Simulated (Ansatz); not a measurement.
Process, species as SMILES: O=[P] (O-P) → O atom + P atom
B3LYP-D3(BJ)/def2-TZVP geometries, fixed; electronic energies without zero-point terms.
Largest species:
```
P
O 1 1.4798
```
Charge 0, spin multiplicity 2.

Basis-set convergence of the atomisation energy at PBE0 with Ansatz (a quantum-chemistry and plane-wave program). Cartesian d functions, on some or all atoms, in 6-31G**, 6-31+G*; all else is spherical. The program fits the integrals of some runs and decomposes those of others, by size. Open shells are unrestricted. No added dispersion term, no relativity. Functions are those of the species that has most. Reference: the value in aug-cc-pV(5+d)Z, 139.84 kcal/mol, itself unsure by roughly 0.12 kcal/mol (its mean distance from pcseg-4, aug-pcseg-3, aug-cc-pV(Q+d)Z).

```csv
basis,functions,atomisation energy (kcal/mol)
6-31G**,34,…
6-31+G*,42,128.25
def2-TZVP,68,…
cc-pV(T+d)Z,69,…
jun-cc-pV(T+d)Z,87,…
aug-pcseg-2,96,138.54
aug-cc-pV(T+d)Z,101,138.90
cc-pV(Q+d)Z,119,139.48
pcseg-3,124,139.73
```

**Question.** Fill in the missing entries.

**Answer.** 
- 6-31G**, atomisation energy (kcal/mol): 127.29
- def2-TZVP, atomisation energy (kcal/mol): 138.11
- cc-pV(T+d)Z, atomisation energy (kcal/mol): 138.23
- jun-cc-pV(T+d)Z, atomisation energy (kcal/mol): 138.74
